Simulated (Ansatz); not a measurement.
`NB[SiH2][AlH2]`. Charge 0, multiplicity 1.

Z-matrix (Å, degrees):
```
Si
B 1 2.016
Al 1 2.450 2 108.5
H 1 1.494 2 110.5 3 120.3
H 1 1.498 2 111.1 3 -120.4
N 2 1.387 1 121.5 3 103.4
H 2 1.200 1 120.9 3 -73.7
H 3 1.591 1 121.6 2 88.7
H 3 1.592 1 120.4 2 -88.5
H 6 1.007 2 123.6 1 3.5
H 6 1.007 2 123.0 1 -177.9
```

Task: List the harmonic frequencies (cm⁻¹, unscaled) at PBE0-D4/def2-TZVP in Ansatz. (An estimate is asked.)

Result: Ansatz gave: 45, 68, 116, 215, 323, 379, 468, 484, 560, 591, 641, 667, 673, 783, 899, 907, 931, 1142, 1353, 1644, 1896, 1907, 2163, 2187, 2589, 3598, 3691.

Task: Is this a minimum?

Result: Yes, all 27 modes are real.

Task: Give the ideal-gas thermochemistry at 298.15 K and 1 bar (rigid rotor, harmonic oscillator; point group C1, symmetry number 1).

Result: Zero-point energy 184.9 kJ/mol; H(298) − E = 208.3 kJ/mol; entropy 365.1 J/(mol·K), of which translation 164.5, rotation 112.9, vibration 87.7; G(298) − E = 99.4 kJ/mol. Modes under 100 cm⁻¹ are hindered rotations or soft bends, so the harmonic entropy is rough.

Task: And at 400, 500, 600, 800 and 1000 K?

Result: 
```json
{"T (K)": "400", "H − E (kJ/mol)": "221.7", "S (J/mol/K)": "403.9", "G − E (kJ/mol)": "60.2"}
{"T (K)": "500", "H − E (kJ/mol)": "236.9", "S (J/mol/K)": "437.5", "G − E (kJ/mol)": "18.1"}
{"T (K)": "600", "H − E (kJ/mol)": "253.5", "S (J/mol/K)": "467.8", "G − E (kJ/mol)": "-27.2"}
{"T (K)": "800", "H − E (kJ/mol)": "290.1", "S (J/mol/K)": "520.4", "G − E (kJ/mol)": "-126.2"}
{"T (K)": "1000", "H − E (kJ/mol)": "330.2", "S (J/mol/K)": "565.0", "G − E (kJ/mol)": "-234.8"}
```

Task: Rotational constants (cm⁻¹)?

Result: 0.2638, 0.06175, 0.05524.
